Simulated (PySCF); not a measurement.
**Mn (manganese, neutral) across methods**

[Ar] 3d4 4s2 4p1, one real determinant (an excited configuration). Computed with PySCF 2.14 in aug-cc-pVDZ-DK, with the spin-free X2C one-electron Hamiltonian (Gaussian nucleus).

```json
{"method": "TPSSh", "E (hartree)": "-1158.231", "mean ε 4s α (eV)": "-8.054", "mean ε 4s β (eV)": "-6.399", "mean ε 4p α (eV)": "-3.496", "Σ⟨r²⟩ (bohr²)": "48.23", "⟨S²⟩": "8.760"}
{"method": "wB97X", "E (hartree)": "-1158.244", "mean ε 4s α (eV)": "-10.690", "mean ε 4s β (eV)": "-9.263", "mean ε 4p α (eV)": "-5.569", "Σ⟨r²⟩ (bohr²)": "47.98", "⟨S²⟩": "8.758"}
{"method": "LDA", "E (hartree)": "-1155.772", "mean ε 4s α (eV)": "-7.751", "mean ε 4s β (eV)": "-6.413", "mean ε 4p α (eV)": "-3.058", "Σ⟨r²⟩ (bohr²)": "48.22", "⟨S²⟩": "8.756"}
{"method": "wB97M-V", "E (hartree)": "-1158.135", "mean ε 4s α (eV)": "-10.596", "mean ε 4s β (eV)": "-9.077", "mean ε 4p α (eV)": "-5.304", "Σ⟨r²⟩ (bohr²)": "48.70", "⟨S²⟩": "8.757"}
{"method": "PBE", "E (hartree)": "-1157.979", "mean ε 4s α (eV)": "-7.575", "mean ε 4s β (eV)": "-6.208", "mean ε 4p α (eV)": "-3.069", "Σ⟨r²⟩ (bohr²)": "48.57", "⟨S²⟩": "8.757"}
{"method": "r2SCAN", "E (hartree)": "-1158.188", "mean ε 4s α (eV)": "-7.838", "mean ε 4s β (eV)": "-6.242", "mean ε 4p α (eV)": "-3.303", "Σ⟨r²⟩ (bohr²)": "48.37", "⟨S²⟩": "8.768"}
{"method": "UHF", "E (hartree)": "-1157.09281", "mean ε 4s α (eV)": "-10.761", "mean ε 4s β (eV)": "-8.196", "mean ε 4p α (eV)": "-5.490", "Σ⟨r²⟩ (bohr²)": "50.08", "⟨S²⟩": "8.830"}
{"method": "PBE0", "E (hartree)": "-1158.014", "mean ε 4s α (eV)": "-8.535", "mean ε 4s β (eV)": "-6.942", "mean ε 4p α (eV)": "-3.835", "Σ⟨r²⟩ (bohr²)": "48.42", "⟨S²⟩": "8.759"}
{"method": "r2SCAN0", "E (hartree)": "-1158.175", "mean ε 4s α (eV)": "-8.725", "mean ε 4s β (eV)": "-6.977", "mean ε 4p α (eV)": "-3.986", "Σ⟨r²⟩ (bohr²)": "48.40", "⟨S²⟩": "8.769"}
```

⟨L²⟩ = 8.02 against 12 for a pure F term, so this real determinant mixes terms.
